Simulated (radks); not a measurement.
Values are calculated unless marked as measured or tabulated.
Question: Radial electron density D(r) = 4 pi r^2 rho(r) of an atom or ion with 27 electrons. Code: a radial shooting solver on a logarithmic mesh with Libxc functionals. Model: scalar-relativistic Kohn-Sham, exchange-only LDA, spin-polarised, spherical densities, point nucleus.

```
   r/bohr * D(r) (the largest magnitude, 62.4, reaches the edge; | marks zero)
 0.002688 |   *
 0.003362 |     *
 0.004207 |       *
 0.005263 |          *
 0.006584 |              *
 0.008303 |                    *
  0.01039 |                          *
    0.013 |                                 *
  0.01626 |                                       *
  0.02034 |                                           *
  0.02545 |                                            *
  0.03184 |                                           *
  0.03983 |                                        *
  0.04983 |                                     *
  0.06234 |                                       *
  0.07799 |                                              *
  0.09758 |                                                     *
   0.1221 |                                                      *
   0.1527 |                                              *
   0.1911 |                                    *
    0.239 |                                *
   0.3015 |                                     *
   0.3771 |                                      *
   0.4718 |                              *
   0.5903 |                *
   0.7385 |     *
   0.9239 |*
    1.156 *
    1.446 *
```

What is the nuclear charge?

Answer: Z = 41. The innermost maximum, from 1s, lies near gamma/Z bohr with gamma = sqrt(1 - (Z/c)^2) = 0.954, here 0.0233 bohr (found: 0.0254), and its height grows with Z. The density is that of the niobium ion Nb14+ in [Ar] 3d9; the configuration itself is not fixed sharply by these data, and Z only to a few units. D(r) has 3 maxima, at r = 0.0254, 0.113, 0.354 bohr, and minima at 0.0515, 0.232 bohr, inside which lie 2.04, 11.15 electrons.
